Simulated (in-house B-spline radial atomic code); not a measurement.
Whole-atom quantities along the 24-electron series, configuration 1s2 2s2 2p6 3s2 3p6 3d3/2(4) 3d5/2(2). Breit and QED terms are first order and not part of the total energy; the density at the nucleus is averaged over the nuclear charge. Computed with an all-electron radial atomic-structure program (B-spline basis): Dirac-Hartree-Fock, jj configuration that fills j = l - 1/2 first, finite nuclei.

```tsv
ion	Z	E/Z² (Eh)	Σ<r²> (bohr²)	n(0)/Z³ (bohr⁻³)	Lamb diamagnetic shielding (ppm)	repulsion over attraction	Breit energy (eV)	self-energy (eV)	vacuum polarisation (eV)
Fe2+	26	-1.8796	15.906	0.84714	2067.05	0.15456	12.711	9.2645	-0.77875
Co3+	27	-1.9067	12.922	0.86287	2170.72	0.15145	14.461	10.568	-0.90723
Ni4+	28	-1.9326	10.865	0.87991	2274.3	0.14818	16.374	11.997	-1.0513
Cu5+	29	-1.9575	9.3342	0.89622	2377.96	0.14486	18.457	13.556	-1.2121
Zn6+	30	-1.9813	8.1415	0.91387	2481.81	0.14155	20.717	15.255	-1.3911
Ga7+	31	?	?	?	?	?	?	?	?
Ge8+	32	?	?	?	?	?	?	?	?
As9+	33	-2.0468	5.7407	0.97052	2794.98	0.132	28.635	21.252	-2.0512
```

Fill in the row of Ga7+.

E/Z² (Eh): -2.004; Σ<r²> (bohr²): 7.1836; n(0)/Z³ (bohr⁻³): 0.93188; Lamb diamagnetic shielding (ppm): 2585.9; repulsion over attraction: 0.1383; Breit energy (eV): 23.161; self-energy (eV): 17.099; vacuum polarisation (eV): -1.5896.

Fill in the row of Ge8+.

E/Z² (Eh): -2.0259; Σ<r²> (bohr²): 6.3973; n(0)/Z³ (bohr⁻³): 0.95043; Lamb diamagnetic shielding (ppm): 2690.27; repulsion over attraction: 0.13511; Breit energy (eV): 25.798; self-energy (eV): 19.095; vacuum polarisation (eV): -1.8091.

With what power of Z does the column «self-energy (eV)» change over this range?

A fit of the logarithm of its size against log Z from Z = 26 to 33 has slope 3.48. One-loop self-energy scales as Z⁴F(Zα), with F falling from low Z to about Z = 90.
